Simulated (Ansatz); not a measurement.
The cluster Ti2O4⁻. Total charge -1; doublet. Geometry PBE-D4/def2-SVPD.

```xyz
6

Ti   -0.339    1.291    0.392
Ti    0.969   -0.993   -0.101
O    -1.831    2.025    0.247
O     0.546    0.545   -1.076
O     0.776   -2.525   -0.735
O    -0.121   -0.344    1.273
```

No other spin state of charge -1 was run. The structure comes from a short search, and lower isomers may exist.

(1) Estimate the α-spin orbital energies around the gap (eV) in Ansatz with PBE-D4/def2-TZVPD, r2SCAN-D4/def2-TZVPD, B97M-V/def2-TZVPD, PBE0-D4/def2-TZVPD.

## Answers

(1) 
```csv
orbital,PBE-D4/def2-TZVPD,r2SCAN-D4/def2-TZVPD,B97M-V/def2-TZVPD,PBE0-D4/def2-TZVPD
HOMO−5,-2.89,-3.14,-3.16,-4.35
HOMO−4,-2.86,-3.12,-3.13,-4.35
HOMO−3,-2.71,-2.96,-3.00,-4.21
HOMO−2,-2.20,-2.47,-2.54,-3.73
HOMO−1,-2.09,-2.35,-2.40,-3.54
HOMO,0.00,-0.18,-0.02,-0.72
LUMO,0.58,0.47,0.50,0.95
LUMO+1,1.16,1.32,1.16,2.15
LUMO+2,1.54,1.65,1.48,2.33
LUMO+3,2.15,2.33,2.17,2.87
LUMO+4,2.37,2.62,2.26,2.99
LUMO+5,2.69,2.89,2.58,3.17
β HOMO,-2.11,-2.38,-2.44,-3.59
β LUMO,0.82,1.07,1.00,1.58
```
